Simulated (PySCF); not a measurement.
Q: Write Cartesian coordinates for `O=C[C@@H]1CN[SiH2]C1` as optimised with PBE0-D3(BJ)/def2-SVP.

A: 
```xyz
16
C4H9NOSi angstrom
O     -2.7205   -0.9575    0.7378
C     -2.2009   -0.0332    0.1718
C     -0.7777   -0.0094   -0.3145
C     -0.0005   -1.2861    0.0071
N      1.4017   -0.9815   -0.2085
Si     1.7957    0.6983   -0.0394
C     -0.0062    1.2062    0.2433
H     -2.7713    0.9137   -0.0245
H     -0.8295    0.1082   -1.4146
H     -0.2310   -1.5952    1.0458
H     -0.3433   -2.1082   -0.6439
H      2.0454   -1.7597   -0.1620
H      2.4253    1.3036   -1.2572
H      2.6802    1.0441    1.1207
H     -0.1707    1.2994    1.3311
H     -0.3122    2.1544   -0.2223
```

Orientation and origin are arbitrary. Atoms count from 1 in this order. Si6 (SiH2 silicon) has angles from 93.3° to 115.7°. Of the pairs four or more bonds apart, O1···H10 is among the closest relative to their van der Waals radii: 2.59 Å, 95 % of the sum of Bondi's values. N5 (silicon-bound nitrogen) is almost planar (angles 126.6°, 116.5° and 114.1°, sum 357.3°, 0.13 Å off the plane of its three neighbours). The 3 C–C bonds span 1.504 Å (C2–C3, drawn single) to 1.544 Å (C3–C7, drawn single), a spread of 0.040 Å.

Bonds between heavy atoms (Å): O1=C2 1.202, C2–C3 1.504, C3–C4 1.529, C4–N5 1.451, N5–Si6 1.734, Si6–C7 1.893, C3–C7 1.544.

Computed with PySCF, PBE0-D3(BJ)/def2-SVP geometry optimisation, gas phase.

Point group: C1 (no symmetry element, even within 0.4 Å). PBE0-D3(BJ)/def2-SVP frequencies: not computed here. One conformer, not necessarily the lowest (O1–C2–C3–C4 -1°, C2–C3–C4–N5 -166°, C3–C4–N5–Si6 26°, C4–N5–Si6–C7 -4°, N5–Si6–C7–C3 -19°).
